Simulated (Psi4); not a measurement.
A dimer, CH3Cl ··· C3H9Al (SMILES CCl and [CH3][Al]([CH3])[CH3]), singlet; the first 5 atoms form monomer A.

```
18

C     -0.1535    -0.0092    -0.0034
Cl     1.6373     0.0980     0.0361
H     -0.4852    -0.5209     0.8949
H     -0.4431    -0.5666    -0.8890
H     -0.5555     0.9988    -0.0387
C      1.7461    -1.2873    -3.5236
Al     3.0502    -1.9005    -2.1856
C      4.7523    -0.9420    -1.9599
C      2.6538    -3.4746    -1.0756
H      2.1862    -1.3040    -4.5378
H      0.8224    -1.8882    -3.5525
H      1.4561    -0.2364    -3.3405
H      4.8819    -0.6057    -0.9148
H      4.8550    -0.0582    -2.6106
H      5.6088    -1.6097    -2.1679
H      2.4524    -4.3613    -1.7044
H      3.4620    -3.7393    -0.3743
H      1.7356    -3.3147    -0.4807
```

**Question.** What interaction energy does Psi4 with SAPT0/jun-cc-pVDZ, frozen core give, and which attractive term is the largest?

**Answer.** Total -16.61 kJ/mol: electrostatics -17.07, exchange 17.06, induction -5.36, dispersion -11.24. The most attractive term is electrostatics.
